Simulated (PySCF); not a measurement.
**NMR data sheet: C7H12**

```
Formula                               : C7H12
SMILES                                : C=CCC1CCC1
InChI                                 : InChI=1S/C7H12/c1-2-4-7-5-3-6-7/h2,7H,1,3-6H2
Point group of the computed structure : C1
Degrees of unsaturation               : 2
Carbon signals                        : 6
Proton signals                        : 9
```

Structure with atom numbers: `[CH2:1]=[CH:2][CH2:3][CH:4]1[CH2:5][CH2:6][CH2:7]1` (H(Xn): hydrogen on atom n). Ha(C1) is cis to C3; Ha(C5), Ha(C6), Ha(C7) are cis to C3 on the ring; Hb(C1) is trans to C3; Hb(C5), Hb(C6), Hb(C7) are trans to C3 on the ring.

PySCF calculation with shielding tensors at PBE0/pcSseg-1 (GIAO) and GFN2-xTB geometry; averaged over atoms made equivalent by symmetry, fast rotation or ring inversion, gas phase, a single conformation, no relativistic terms.

Referencing at the same level of theory: TMS for $^{1}$H (σref 31.72), $^{13}$C (σref 186.93).

| carbon | δC, type | δH (multiplicity) | HMBC from (2–3 bonds) | span of the C tensor (ppm) |
| --- | --- | --- | --- | --- |
| C1 | 121.4, CH2 | Hb(C1) 5.22 (m); Ha(C1) 5.36 (m) | H(C2), H(C3) | 203 |
| C2 | 146.8, CH | 5.91 (m) | Ha(C1), Hb(C1), H(C4), H(C3) | 235 |
| C3 | 49.8, CH2 | 2.14 (m) | H(C2), Ha(C1), Hb(C1), H(C4), Hb(C5)/Hb(C7), Ha(C5)/Ha(C7) | 39 |
| C4 | 34.8, CH | 2.29 (m) | H(C2), H(C3), Hb(C5)/Hb(C7), Hb(C6), Ha(C6), Ha(C5)/Ha(C7) | 22 |
| C5/C7 | 27.8, CH2 | Hb(C5) 2.12 (m); Ha(C5) 1.66 (m) | H(C4), H(C3), Hb(C5)/Hb(C7), Hb(C6), Ha(C6), Ha(C5)/Ha(C7) | 35 |
| C6 | 16.7, CH2 | Ha(C6) 1.82 (m); Hb(C6) 1.98 (m) | H(C4), Hb(C5)/Hb(C7), Ha(C5)/Ha(C7) | 22 |

- Carbon types of the structure: 2 × CH, 5 × CH2, which accounts for all hydrogens.
- δC 146.8: alkene CH; an sp2 carbon of a C=C bond.
- δC 121.4: terminal =CH2 carbon; as expected for a trigonal carbon in a double bond.
- δC 49.8: allylic sp3 CH2; saturated and bonded to C and H only.
- δC 27.8, 16.7: sp3 CH2 in a ring; aliphatic region, no heteroatom directly attached.
- δH 5.36, 5.22: hydrogen on a terminal =CH2 carbon; olefinic region.

Shifts are as computed. Against solution values, carbons near 30 ppm lie about +3 ppm off and those near 130 ppm about +5 ppm. Of 1211 compounds with measured shifts, 218 miss one by over three times the rms of a fit or turn the order of signals round; such compounds aren't used in these exercises. No couplings were computed; multiplicities are counted from neighbouring protons, with m where these are inequivalent, close in shift, in a saturated or five-membered ring or joined by F or P, and br s for small geminal =CH2 splittings.
